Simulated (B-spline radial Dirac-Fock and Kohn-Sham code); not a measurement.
# How core holes in Rh decay

System: neutral rhodium, configuration [Kr] 4d8 5s1.

Input of the calculation (task.json; shells as n, l, electrons):

```json
{"items": [{
  "Z": 45,
  "q": 0,
  "cfg": [[1, 0, 2], [2, 0, 2], [2, 1, 6], [3, 0, 2], [3, 1, 6], [3, 2, 10], [4, 0, 2], [4, 1, 6], [4, 2, 8], [5, 0, 1]],
  "A": 103,
  "rrms": 4.4945,
  "do": ["binding", "quiet", "decay"],
  "holes": ["K", "L1", "L2", "L3", "M1", "M2", "M3", "M4", "M5", "N1", "N2", "N3"]
}]}
```

Run with: `python xray_run.py task.json out`

The computed values come from a B-spline atomic structure program: one-electron (LDA, Dirac) transition rates at Dirac-Fock energies.

Partial widths are in eV. Coster-Kronig decay leaves a hole in the same principal shell; its rates are the weakest part of the model, often 1.5 to 2.5 times too large and more for N holes. Holes without an open Auger channel, or with an unreliable SCF state, are not listed.

```
 hole  radiative  Auger  Coster-Kronig  total  fluorescence yield  lifetime (fs)  recommended width  tabulated yield
   1s       4.54   1.09              0   5.63               0.807          0.117               5.77            0.809
   2s     0.0627   1.15           5.32   6.53             0.00960          0.101               4.00           0.0130
2p1/2     0.0992   1.72          0.314   2.13              0.0465          0.309               2.13           0.0430
2p3/2     0.0956   1.88              0   1.97              0.0485          0.334               1.96           0.0460
   3s    0.00115  0.241           10.1   10.4            0.000111         0.0635               7.60                –
3p1/2    0.00110  0.269           3.30   3.57            0.000307          0.184               2.25                –
3p3/2    0.00101  0.277           3.45   3.73            0.000272          0.177               2.25                –
4p1/2   6.80e-05      0           8.78   8.78            7.75e-06         0.0750               4.20                –
4p3/2   5.96e-05      0           9.53   9.53            6.26e-06         0.0691               3.80                –
```

Recommended widths: Campbell and Papp, At. Data Nucl. Data Tables 77, 1 (2001); yields: xraylib tables; both refer to the element in its standard state. The computed width differs most for N3 (4p3/2), where it is 2.51 times the recommended value. Rates with slow emitted electrons, as in Coster-Kronig decay, are the weakest part of an independent-particle model: such widths often come out 1.5 to 2.5 times too large, more for N holes, and a channel near threshold can open or close.
